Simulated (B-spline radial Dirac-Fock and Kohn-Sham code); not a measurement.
# Nd: eigenvalues, ΔSCF and the reference

System: atomic neodymium in the configuration [Xe] 4f4 5d1 6s1 (not the ground configuration).

The density-functional columns are spherical, spin-unpolarised Dirac-Kohn-Sham results without Breit or QED terms: −ε is minus the orbital energy of the initial state and ΔSCF the difference of two total energies. The reference in the last column comes from relaxed Dirac-Fock hole states (ΔSCF) with Breit and QED corrections and a finite nucleus. All numbers are from a radial B-spline solver, in eV; a selection of levels is shown. The Kohn-Sham columns are given as differences from the reference. For the 1s level of heavy atoms much of the gap between ΔSCF and the reference is the Breit and QED part, -174.4 eV here; for other levels the error of the functional can be larger.

```
level  LDA −ε − DF  LDA ΔSCF − DF  Dirac-Fock
    K       -256.8         +162.3     43569.9
   L1       -131.6          -57.9      7134.5
   L2        -96.5           -2.9      6724.9
   L3       -102.1          -17.0      6211.1
   M1        -63.4          -42.2      1581.5
   M2        -49.5          -27.0      1407.1
   M3        -48.6          -27.6      1302.7
   M4        -29.2           -4.3      1002.6
   M5        -29.7           -5.4       980.7
   N1        -27.8          -19.5       328.3
   N2        -20.9          -12.8       261.0
   N3        -21.1          -13.2       238.5
   N4         -8.6           -1.2       126.3
   N5         -8.7           -1.3       122.4
 N6,7         -1.8           +3.9        2.67
   O2         -3.1           +1.3       26.25
   O3         -3.1           +1.1       23.28
 O4,5         -1.7           +1.2        3.10
   P1         -1.1           +1.1        4.31
```

Values without a named source are computed, but for edge energies of neutral atoms, which are taken from tables.
